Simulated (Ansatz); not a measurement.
Species: vinylidene fluoride, C2H2F2, charge 0, multiplicity 1. SMILES: C(F)(F)=C
Geometry from a B3LYP-D3(BJ)/def2-TZVP (Ansatz, a first-principles code) optimisation:
```
C
C 1 1.3156
F 1 1.3225 2 125.22
F 1 1.3225 2 125.22 3 -180.00
H 2 1.0775 1 119.81 3 0.00
H 2 1.0775 5 120.39 1 180.00
```
Charge 0, spin multiplicity 1.

CCSD(T) with Ansatz in growing basis sets, 24 correlated electrons. Cores are frozen in the correlated levels unless marked. UHF or UKS for open shells. No spin-orbit coupling. No relativistic terms. Costs are ratios of core time to the smallest set, on shared machines of one kind, and rough; they hold the program's checks for lower states.

| basis | functions | cost over smallest | E(corr) (Eh) | electronic atomisation energy (kcal/mol) |
|---|---|---|---|---|
| aug-cc-pVDZ | 110 | 1× | -0.7161 | 542.1 |
| aug-cc-pVTZ | 230 | 5× | ? | ? |

Q: What does the step to aug-cc-pVTZ buy, and how does its cost grow by formal scaling?

A: Formally CCSD grows as o²v⁴ and (T) as o³v⁴; with o = 12 and v going from 94 to 214 both grow 27-fold in the last step, while integrals and the mean field grow more slowly. That step adds 161.7 mEh of correlation energy and 30.1 kcal/mol to the atomisation energy. Row: E(corr) (Eh) -0.8778, electronic atomisation energy (kcal/mol) 572.2.
